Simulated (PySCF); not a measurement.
Dipole response of Ir (iridium, neutral)

[Xe] 4f14 5d7 6s2, high-spin 4F determinant. All numbers are calculated (PySCF 2.14, scalar relativity by spin-free X2C-1e, in x2c-TZVPPall with one added diffuse shell each of s, p, d, f type (12s8p8d4f1g, 113 functions)). Coupled (time-dependent) response in atomic units; α is the mean over directions.

```tsv
method	mean α (bohr³)	C₆ (like pair)	S(−4)
PBE	47.43	515.5	790.8
```

S(−4) is the Cauchy moment in α(ω) = α(0) + S(−4) ω² + …

Reference α: 54 ± 7 bohr³ (recommended; Schwerdtfeger and Nagle, table of static dipole polarizabilities (2023 update)). Published C₆: 522.0 (Gould and Bucko (2016)).

Spin-orbit coupling is absent.

α(iu) at PBE:

```csv
u (hartree),α(iu) (bohr³)
0,47.43
0.0500,45.56
0.100,41.00
0.200,30.54
0.300,22.73
0.500,14.10
0.750,9.121
1.00,6.534
1.50,3.944
2.00,2.678
3.00,1.481
5.00,0.6509
```

A single London oscillator, α(iu) = α/(1 + u²/ω²), gives C₆ = (3/4) ω α². Matching the computed C₆ needs ω = 4 × 515.5 / (3 × 47.43²) = 0.306 hartree.

Spin-orbit coupling, absent here, splits the open shell strongly.
